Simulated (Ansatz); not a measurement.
AlGe20H32, a doped nanocrystal cut from the lattice of germanium (Al on a surface site). Charge 0, multiplicity 2. Geometry PBE-D4/def2-SVP, that of the charge -1 singlet; atoms count from 1.

Cartesian coordinates in Å:
```
Ge 2.0638 -0.4440 4.0088
Ge 2.7205 -2.7789 0.7645
Ge -1.0008 -3.8559 0.8570
Ge 3.5873 1.5748 0.8097
Ge -0.1896 -0.0119 0.7015
Ge 0.5423 3.9246 0.9366
Ge 1.2570 2.0727 -2.4682
Ge 0.4672 -2.3589 -2.6113
Ge -3.2986 -3.6194 -2.5473
Ge -2.4998 0.3679 -2.5755
Ge -1.8081 4.4539 -2.4161
Ge 3.5793 1.3191 3.2442
Ge 2.8183 -2.6279 3.2064
Ge -0.1848 0.0093 3.1530
Ge 0.5160 -2.2072 -0.1498
Ge -3.2579 -3.8514 -0.0994
Ge 1.2966 1.7994 -0.0334
Ge -2.4358 0.5314 -0.1257
Ge -1.5155 4.8553 -0.0156
Ge -1.0655 2.2593 -3.2321
Al -1.8125 -1.8553 -3.5451
H 2.0805 -0.4357 5.5752
H 3.0795 -4.2487 0.3750
H 3.8570 -1.8815 0.1874
H -1.0399 -3.6542 2.4077
H -0.3552 -5.2627 0.6321
H 4.3335 0.3716 0.1640
H 4.3979 2.8619 0.4511
H 0.3660 3.7824 2.4809
H 1.6755 4.9807 0.7269
H 2.0086 0.8891 -3.1426
H 2.0490 3.3769 -2.8126
H 0.9760 -3.8321 -2.8176
H 1.7005 -1.4914 -3.0438
H -2.9553 -5.0791 -3.0164
H -4.8362 -3.5055 -2.8501
H -3.9265 0.9252 -2.9375
H -1.0274 5.5937 -3.1504
H -3.3169 4.6920 -2.7439
H 5.0242 1.0506 3.7752
H 3.1279 2.6782 3.8642
H 4.2582 -2.9017 3.7508
H 1.8952 -3.7182 3.8324
H -1.1641 -1.0690 3.7094
H -0.6686 1.3899 3.6974
H -3.9486 -5.1705 0.3907
H -4.0380 -2.6941 0.5982
H -2.8008 1.9491 0.4254
H -3.4273 -0.4610 0.5566
H -2.7398 4.2998 0.7674
H -1.4968 6.3996 0.2365
H -1.0074 2.4176 -4.7907
H -1.8601 -1.8099 -5.1609
```

Single mean-field runs in def2-TZVP are fitted with def2-universal-jkfit.

(1) Estimate the Mulliken populations of the heavy atoms from the PBE0/def2-TZVP orbitals of Ansatz.

(2) Where does the spin sit?

(3) And the Mayer bond orders between heavy atoms (over 0.3)?

Answers

(1) 
| atom | charge (e) | spin (α − β) |
| --- | --- | --- |
| Ge1 | -0.13 | 0.00 |
| Ge2 | 0.03 | 0.06 |
| Ge3 | 0.01 | 0.00 |
| Ge4 | 0.01 | 0.00 |
| Ge5 | -0.22 | 0.02 |
| Ge6 | 0.02 | 0.00 |
| Ge7 | 0.04 | 0.00 |
| Ge8 | -0.08 | 0.16 |
| Ge9 | -0.15 | 0.17 |
| Ge10 | -0.18 | 0.09 |
| Ge11 | 0.02 | 0.02 |
| Ge12 | -0.01 | 0.00 |
| Ge13 | -0.01 | 0.02 |
| Ge14 | 0.05 | 0.03 |
| Ge15 | -0.25 | 0.09 |
| Ge16 | -0.06 | 0.00 |
| Ge17 | -0.25 | 0.00 |
| Ge18 | 0.04 | 0.03 |
| Ge19 | -0.07 | 0.00 |
| Ge20 | -0.11 | 0.04 |
| Al21 | 0.36 | 0.14 |
Mulliken values depend strongly on the basis.

(2) Summed by element: Ge 0.74, Al 0.14, H 0.12, of 1 unpaired in all. Largest on single atoms: Ge9 0.17, Ge8 0.16, Al21 0.14.

(3) Ge1–Ge12 0.86 (2.45 Å); Ge1–Ge13 0.86 (2.45 Å); Ge1–Ge14 0.84 (2.45 Å); Ge2–Ge13 0.83 (2.45 Å); Ge2–Ge15 0.81 (2.45 Å); Ge3–Ge15 0.86 (2.46 Å); Ge3–Ge16 0.86 (2.45 Å); Ge4–Ge12 0.86 (2.45 Å); Ge4–Ge17 0.86 (2.45 Å); Ge5–Ge14 0.82 (2.45 Å); Ge5–Ge15 0.87 (2.46 Å); Ge5–Ge17 0.88 (2.46 Å); Ge5–Ge18 0.82 (2.45 Å); Ge6–Ge17 0.85 (2.45 Å); Ge6–Ge19 0.87 (2.45 Å); Ge7–Ge17 0.84 (2.45 Å); Ge7–Ge20 0.84 (2.45 Å); Ge8–Ge15 0.81 (2.47 Å); Ge8–Al21 0.69 (2.51 Å); Ge9–Ge16 0.88 (2.46 Å); Ge9–Al21 0.69 (2.51 Å); Ge10–Ge18 0.84 (2.46 Å); Ge10–Ge20 0.84 (2.46 Å); Ge10–Al21 0.73 (2.52 Å); Ge11–Ge19 0.86 (2.45 Å); Ge11–Ge20 0.83 (2.46 Å).
